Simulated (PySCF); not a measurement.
Trend along group 13: MBe cations

CCSD(T) with double-zeta basis sets in PySCF, for the lowest determinant that a PBE0 search found; no spin–orbit coupling. De refers to high-spin ground-configuration atoms (the charge goes to the atom of lower measured ionisation energy or higher electron affinity, which is not always the lowest computed limit).

| M | basis | reference, frozen orbitals | charged atom | state (unpaired electrons) | Re (Å) | ωe (cm⁻¹) | De (eV) |
| --- | --- | --- | --- | --- | --- | --- | --- |
| B | def2-SVPD | RHF, 1 | B+ | singlet (closed shell) | 2.223 | 452 | 1.52 |
| Al | def2-SVP | RHF, 5 | Al+ | singlet (closed shell) | 2.912 | 199 | 0.34 |
| Ga | cc-pVDZ/cc-pVDZ-PP | RHF, 4 | Ga+ | singlet (closed shell) | 2.865 | 214 | 0.47 |
| In | cc-pVDZ/cc-pVDZ-PP | RHF, 4 | In+ | singlet (closed shell) | 3.098 | 174 | 0.35 |
| Tl | cc-pVDZ/cc-pVDZ-PP | RHF, 4 | Tl+ | singlet (closed shell) | 3.184 | 156 | n/a |

The shortest bond is that of BeB⁺ (2.223 Å), the longest that of BeTl⁺ (3.184 Å).

The rows differ in basis set, which adds steps of its own.

Down a group the atoms grow and get heavier, so bonds lengthen and wavenumbers fall; the exceptions here are the shorter bond at Ga and the higher wavenumber at Ga.

Correlated steps freeze the inner cores (1 to 5 orbitals); shallow outer-core shells are correlated. Weak bonds: BeAl⁺, BeGa⁺, BeIn⁺. Basis-set superposition, not corrected here, can be much of De in a small basis, most of all at correlated wavefunction levels. Spin–orbit coupling is left out. For an ion De counts to the pair picked by the measured ionisation energies or electron affinities, which need not be the lowest pair at this level. The CCSD T1 diagnostic is raised in BeAl⁺, BeB⁺, a sign that a single reference may not be enough there.
